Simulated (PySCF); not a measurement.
**Exercise with solution: oscillator strength and radiative lifetime**

ClH₅O₂Si₂, SMILES Cl[SiH2][SiH](O)O.

Coordinates come from a PBE0-D3(BJ)/def2-SVP optimisation. This is a generated structure with no PubChem entry under its InChIKey; it may be hypothetical. The values are those of a single conformer.

PySCF with TDDFT-PBE/def2-SVPD puts the first singlet state with f over 0.02 at 6.70 eV (vertical), with the transition dipole (-0.416, 0.111, -0.090) in atomic units.

**Question.** Find the oscillator strength, the wavelength and the radiative lifetime that this transition would have in vacuum if emission retraced absorption.

**Answer.** 
|μ|² = 0.1935 au, so |μ| = 1.12 D. ΔE = 6.70/27.211 = 0.2462 hartree. f = (2/3) ΔE |μ|² = 0.032 (the program prints 0.032).
λ = 1239.84/6.70 = 185 nm; ν = 54039 cm⁻¹.
Einstein's coefficient A = 0.6670 ν² f s⁻¹ (ν in cm⁻¹) = 6.2e7 s⁻¹, so τ = 1/A = 16 ns. This state is S7; the lower singlets have f = 0.013, 0.004, 0.005, 0.019, 0.001, 0.006. The figure is the radiative limit of this one transition; relaxation, internal conversion, crossing to triplets and a medium change what is measured.
